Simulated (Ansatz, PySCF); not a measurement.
The pair A = SiH4 (SMILES [SiH4]) (first 5 atoms), B = CH2O2 (SMILES O=CO); geometry from B3LYP-D3(BJ)/def2-TZVP.
(charge 0, multiplicity 1):
```xyz
10

Si     0.10655    -0.31918     0.64220
H     -0.27518    -0.53061    -0.77428
H      0.68624    -1.55909     1.19231
H     -1.14325     0.00999     1.38021
H      1.04487     0.81482     0.74117
O      0.93794     0.14230     3.73155
C      0.06477     0.42683     4.50336
O     -1.22920     0.56812     4.19078
H      0.21308     0.61008     5.57506
H     -1.32834     0.39955     3.23528
```

Correlated levels freeze the cores. Rows in 6-31G* carry no dispersion term and start afresh at each structure (6-31G* with six Cartesian d functions). MP2/6-31G* freezes PySCF's default core.

Codes used: Ansatz (Gaussian basis) for Hartree–Fock, density functionals and correlated methods; PySCF for 6-31G* rows. 

Total energies (hartree), monomers frozen at their geometry in the pair:

```
structure              HF/aug-cc-pV(D+d)Z    MP2/6-31G*  MP2/aug-cc-pV(D+d)Z
---------------------  ------------------  ------------  -------------------
AB                           -480.0479733  -480.5525090         -480.7022229
A in the pair's basis        -291.2503275  -291.3074736         -291.3723930
B in the pair's basis        -188.7976173  -189.2444898         -189.3266883
A                            -291.2500366  -291.3068372         -291.3715576
B                            -188.7973599  -189.2411853         -189.3258482
```

Task: Work out the interaction energy without and with the counterpoise correction, and the superposition error, for each level.

Result: 
E(AB) − E(A) − E(B), times 627.509 kcal/mol, with the monomers in their own basis and then in the pair's basis:
- HF/aug-cc-pV(D+d)Z: -0.36 uncorrected, -0.02 corrected; the monomers gain 0.34 kcal/mol from borrowed functions
- MP2/6-31G*: -2.82 uncorrected, -0.34 corrected; the monomers gain 2.47 kcal/mol from borrowed functions
- MP2/aug-cc-pV(D+d)Z: -3.02 uncorrected, -1.97 corrected; the monomers gain 1.05 kcal/mol from borrowed functions

Ansatz is a program for electronic structure.
